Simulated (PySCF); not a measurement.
C$_{3}$H$_{11}$BOSi (SMILES C[SiH2]OB(C)C), singlet, at a GFN2-xTB geometry. Base run: DF-PBE/pcseg-0 (PySCF).

Input for PySCF:
```python
from pyscf import gto, scf, dft

mol = gto.Mole()
mol.atom = '''
    Si    1.25838149    0.66101833    0.66657950
    C     2.68106956   -0.31066938   -0.12627620
    O    -0.10915732   -0.09339703    0.26801963
    B    -1.31377898   -0.24903650   -0.26157561
    C    -2.06450699   -1.64303107   -0.08311242
    C    -2.00730606    0.93628025   -1.07084896
    H     1.28071534    0.60249270    2.13034886
    H     1.27556565    2.05496831    0.19921799
    H     2.63212154   -0.28704488   -1.21212279
    H     2.66850957   -1.35414546    0.17779959
    H     3.63977808    0.10540996    0.16768989
    H    -2.57908175   -1.95026863   -0.99004780
    H    -2.82546079   -1.55528625    0.69081139
    H    -1.39207191   -2.44259540    0.21619849
    H    -1.89108851    0.76983387   -2.14075355
    H    -1.56396450    1.90289339   -0.84511701
    H    -3.07574911    0.99636569   -0.88099168
'''
mol.basis = 'pcseg-0'
mol.verbose = 4
mol.max_memory = 1800
mol.build()

mf = dft.RKS(mol)
mf.xc = 'pbe'
mf = mf.density_fit(auxbasis='def2-universal-jkfit')
mf.kernel()
```

The job was repeated with other settings on one machine. Differences are taken from the largest basis of the pcseg family in the series, which isn't the basis-set limit (pcseg-2: -510.266126 Eh). The cheapest run took about 20 core-seconds (a rough figure).

```
setting  basis functions  cost, times the cheapest (rough)  difference in total energy (mEh)
-------  ---------------  --------------------------------  --------------------------------
pcseg-0               80                                 1                           1029.03
pcseg-1              143                                 2                            166.95
pcseg-2              338                                 6                         reference
```

Times come from a shared machine, hold the start-up and are rough. Total energies converge more slowly with the basis than energy differences do.
